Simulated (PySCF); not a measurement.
MnCl2, SMILES [Cl][Mn][Cl] (connectivity only; charge and spin as stated), neutral, multiplicity 6.

Geometry optimised at r2SCAN-D4/def2-TZVP. The spin state was assumed, not searched. The isomer is the one that the SMILES or the coordinates give; other isomers of the formula were not compared.

All values below come from PBE/def2-TZVPD (PySCF).

Isolated molecule, no solvent.

```json
{
  "total_energy": "-2070.96303 hartree",
  "point_group": "D∞h",
  "α spin, highest occupied and lowest empty level": "-6.96 and -1.93 eV",
  "β spin, highest occupied and lowest empty level": "-7.91 and -4.53 eV",
  "dipole_moment": "0.00 D",
  "mean_static_polarisability": "62.0 bohr³ (9.19 Å³)",
  "polarisability_principal_values": "46.5, 46.5, 93.0 bohr³",
  "⟨S²⟩": "8.763 (pure state 8.75)"
}
```
